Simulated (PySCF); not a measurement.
**How methods differ on the excitation energy of Ga⁺**

Ga⁺ [Ar] 3d10 4s2 (1S) → Ga⁺ [Ar] 3d10 4s1 4d1 (3D), as a difference of total energies. Calculation: PySCF 2.14, in x2c-QZVPPall with one added diffuse shell each of s, p, d, f type (12s8p6d5f1g, 110 functions); the spin-free X2C one-electron Hamiltonian (Gaussian nucleus). Correlated levels: valence: [Ar] 3d10 frozen. The calculations carry no spin-orbit coupling.

```csv
method,excitation energy (cm⁻¹)
UHF,101700
MP2 (valence),106820
SCS-MP2 (valence),108610
CCSD (valence),108350
```

Errors of the correlated levels include the incompleteness of this basis and the frozen core.

With two correlated electrons CCSD is exact in that space.

Task: Which method comes closest to the reference value, and which is furthest?

Result: The reference is 113860 cm⁻¹ (measured; NIST levels, between the centres of gravity of the two terms). Closest: SCS-MP2 (valence) (error -5247.9 cm⁻¹); furthest: UHF (error -12155 cm⁻¹).
